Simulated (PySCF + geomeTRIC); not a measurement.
A geometry relaxed with PBE0-D3(BJ)/def2-SVP run with PySCF + geomeTRIC, charge 0, multiplicity 1:

```xyz
16

H      3.1232    -1.2320     1.2397
H     -2.7339    -2.1243    -0.4628
C     -0.1216     2.8019    -0.1203
O     -0.8024     1.5838     0.0209
Ga    -0.0014     0.0170     0.1944
H      3.1520    -1.4126    -0.5321
H      0.9780     2.6969    -0.0971
O     -0.9647    -1.4564     0.3591
H     -2.8277    -0.4879     0.2416
O      1.7643    -0.0768     0.2029
H     -0.4102     3.4938     0.6907
H     -0.3931     3.2810    -1.0777
C     -2.3668    -1.4850     0.3597
H      1.8448    -2.1672     0.4190
H     -2.7378    -1.9166     1.3063
C      2.4865    -1.2715     0.3379
```

Q: Write the SMILES of this molecule.

A: `C[O][Ga]([O]C)[O]C`
